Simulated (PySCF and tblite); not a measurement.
The numbers below are computed, except where a source is named.
C₅H₇NO₂, numbered as in [N:1]#[C:2][CH:3]1[CH2:4][O:5][CH2:6][O:7][CH2:8]1.

Free energies: PBE0-D3(BJ)/def2-TZVP on PBE0-D3(BJ)/def2-SVP structures plus GFN2-xTB thermal terms, symmetry and mirror images included. Conformers within 4 kcal/mol (GFN2-xTB free energy) were kept, 7 at most. Couplings: B3LYP/pcSseg-1 with pcJ-1 on H (gas phase; spin-dipole term only for pairs with B, N, F, Si or P). Couplings are for ¹H. Of two unlike H on one atom, a is the less shielded (PBE0/pcSseg-1). Codes: tblite and PySCF.

The 6-ring runs over atoms 3–4–5–6–7–8. Of a mirror pair one member is shown.

```tsv
conformer	shape	weight %
1	6-ring chair (all substituents equatorial)	93.8
2	6-ring chair (C2 axial)	6.2
3	6-ring twist-boat (ring torsions -70, 33, 36, -68, 29, 34°)	0.0
```

Problem. Give the couplings in each conformer and the averages at 298.15 K (pairs that fast motion interchanges averaged).

Solution. 
```
   coupling  pairs      1      2      3  average (Hz)
 ³J(H3,H4b)      2   11.7    1.6    6.1          11.1
 ³J(H3,H4a)      2    5.2    3.1    9.2           5.1
²J(H4b,H4a)      2  -12.8  -12.8  -12.9         -12.8
⁴J(H4b,H6a)      2   -0.9   -0.8   -0.8          -0.9
⁴J(H4b,H8a)      2   -0.7   -0.5   -0.2          -0.7
⁴J(H4a,H6b)      2   -0.8   -0.9   -0.9          -0.8
⁴J(H4a,H8a)      1    2.2    0.0   -0.6           2.0
²J(H6b,H6a)      1   -8.2   -8.2   -4.1          -8.2
```
